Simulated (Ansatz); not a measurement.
Basis sets compared for (LiCl)3 ring (Li3Cl3). Charge 0, multiplicity 1. Geometry PBE-D4/def2-SVP. Ansatz on 4 threads of Intel Xeon on a shared host; times are rough, and most runs start from earlier orbitals.

Cartesian coordinates in Å:
```
Li 1.042 -0.139 1.586
Cl 1.808 -1.535 0.101
Li 0.407 -1.091 -1.505
Cl -1.300 0.174 -1.978
Li -1.450 1.231 -0.081
Cl -0.508 1.361 1.877
```

Binding counts from free atoms (Li doublet, Cl doublet) in the same basis, without a counterpoise term.

```csv
level,functions,energy (Eh),HOMO (eV),LUMO (eV),binding per atom (eV),wall time
PBE-D4/def2-SVP,81,-1402.4469,-6.81,-1.12,3.15,1.4 s
PBE-D4/def2-TZVP (with forces),153,-1402.9304,-7.09,-1.21,3.04,2.6 s
r2SCAN-D4/def2-TZVP,153,-1403.4634,-7.45,-0.61,3.06,3.8 s
PBE0-D4/def2-SVP,81,-1402.5827,-8.25,-0.58,3.12,1.9 s
PBE0-D4/def2-TZVP,153,-1403.0584,-8.49,-0.65,3.02,3 s
```

Question: Estimate the rows for PBE-D4/def2-TZVPD, r2SCAN-D4/def2-TZVPD, PBE0-D4/def2-TZVPD.

Answer: 
```csv
level,functions,energy (Eh),HOMO (eV),LUMO (eV),binding per atom (eV),wall time
PBE-D4/def2-TZVPD,189,-1402.9339,-7.10,-1.24,3.04,3.1 s
r2SCAN-D4/def2-TZVPD,189,-1403.4671,-7.42,-0.61,3.07,5.5 s
PBE0-D4/def2-TZVPD,189,-1403.0618,-8.47,-0.69,3.02,4.7 s
```
